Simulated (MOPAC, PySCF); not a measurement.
H4S4Si, SMILES `S[Si](S)(S)S`, neutral singlet in the gas phase. 

Z-matrix (Å, degrees):
```
Si
S 1 2.1164
H 2 1.3415 1 94.09
S 1 2.1164 2 115.40 3 65.66
H 4 1.3415 1 94.08 2 65.62
S 1 2.1164 2 106.59 3 -176.22
H 6 1.3415 1 94.09 2 52.42
S 1 2.1164 2 106.59 3 -52.46
H 8 1.3415 1 94.08 2 176.18
```
Charge 0, multiplicity 1.

All levels are single points at this geometry (ωB97X-D3(BJ)/def2-TZVP); Pople sets use spherical d functions. Orbital energies aren't observables, and empty levels follow the basis.

```json
[
 {"level": "ωB97X-D3(BJ)/def2-TZVP in PySCF", "HOMO (eV)": "-10.01", "LUMO (eV)": "1.72", "gap (eV)": "11.73", "dipole (D)": "0.00", "vertical IE, Delta-SCF (eV)": "9.97"},
 {"level": "M06-2X/6-31G* in PySCF", "HOMO (eV)": "-8.83", "LUMO (eV)": "0.56", "gap (eV)": "9.39", "dipole (D)": "0.00", "vertical IE, Delta-SCF (eV)": "–"},
 {"level": "PBE/6-31G* in PySCF", "HOMO (eV)": "-6.42", "LUMO (eV)": "-1.17", "gap (eV)": "5.25", "dipole (D)": "0.00", "vertical IE, Delta-SCF (eV)": "–"},
 {"level": "HF/3-21G in PySCF", "HOMO (eV)": "-10.98", "LUMO (eV)": "3.10", "gap (eV)": "14.08", "dipole (D)": "0.00", "vertical IE, Delta-SCF (eV)": "–"},
 {"level": "HF/STO-3G in PySCF", "HOMO (eV)": "-7.23", "LUMO (eV)": "8.95", "gap (eV)": "16.18", "dipole (D)": "0.00", "vertical IE, Delta-SCF (eV)": "–"},
 {"level": "PM6 in MOPAC", "HOMO (eV)": "-9.48", "LUMO (eV)": "-0.93", "gap (eV)": "8.55", "dipole (D)": "0.00", "vertical IE, Delta-SCF (eV)": "–"}
]
```
